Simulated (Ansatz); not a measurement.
C$_{3}$H$_{9}$AlFN, SMILES `CC(C)[NH][AlH][F]`. Charge 0, multiplicity 1. The structure was optimised at the PBE0-D4/def2-TZVP level. It is one conformer, not always the lowest.

```xyz
15

C    -0.696   -0.655   -1.409
C    -0.176   -0.387   -0.004
C     0.901   -1.391    0.382
N     0.300    0.980    0.134
Al   -0.326    2.222    1.209
F     0.392    3.709    1.182
H     0.108   -0.535   -2.142
H    -1.084   -1.672   -1.502
H    -1.493    0.046   -1.667
H    -1.014   -0.507    0.695
H     1.246   -1.217    1.403
H     1.764   -1.298   -0.285
H     0.533   -2.418    0.309
H     1.077    1.170   -0.484
H    -1.533    1.954    2.179
```

Question: What is the dipole moment at B3LYP/def2-TZVPP? (An estimate is asked.)

Answer: Ansatz gave: 2.22 D, with components (-0.10, -2.08, -0.77) D in this frame, pointing from negative to positive charge.

Question: And with PBE, r2SCAN, ωB97M-V? (Estimate.)

Answer: Computed: PBE 2.23 D, r2SCAN 2.22 D, ωB97M-V 2.15 D.

Question: Give the Mulliken charges with B3LYP, r2SCAN, ωB97M-V in def2-TZVPP. (An estimate is asked.)

Answer: Ansatz gave: 
```json
{"atom": "C1", "B3LYP": "-0.25", "r2SCAN": "-0.15", "ωB97M-V": "-0.29"}
{"atom": "C2", "B3LYP": "0.12", "r2SCAN": "0.19", "ωB97M-V": "0.00"}
{"atom": "C3", "B3LYP": "-0.25", "r2SCAN": "-0.15", "ωB97M-V": "-0.29"}
{"atom": "N4", "B3LYP": "-0.28", "r2SCAN": "-0.35", "ωB97M-V": "-0.27"}
{"atom": "Al5", "B3LYP": "0.58", "r2SCAN": "0.62", "ωB97M-V": "0.56"}
{"atom": "F6", "B3LYP": "-0.37", "r2SCAN": "-0.37", "ωB97M-V": "-0.36"}
{"atom": "H7", "B3LYP": "0.07", "r2SCAN": "0.03", "ωB97M-V": "0.10"}
{"atom": "H8", "B3LYP": "0.07", "r2SCAN": "0.04", "ωB97M-V": "0.09"}
{"atom": "H9", "B3LYP": "0.08", "r2SCAN": "0.05", "ωB97M-V": "0.10"}
{"atom": "H10", "B3LYP": "0.05", "r2SCAN": "0.00", "ωB97M-V": "0.07"}
{"atom": "H11", "B3LYP": "0.08", "r2SCAN": "0.04", "ωB97M-V": "0.10"}
{"atom": "H12", "B3LYP": "0.07", "r2SCAN": "0.03", "ωB97M-V": "0.10"}
{"atom": "H13", "B3LYP": "0.07", "r2SCAN": "0.04", "ωB97M-V": "0.09"}
{"atom": "H14", "B3LYP": "0.10", "r2SCAN": "0.12", "ωB97M-V": "0.09"}
{"atom": "H15", "B3LYP": "-0.14", "r2SCAN": "-0.16", "ωB97M-V": "-0.11"}
```

B3LYP here is the variant with VWN-RPA as its local correlation; programs differ in this.
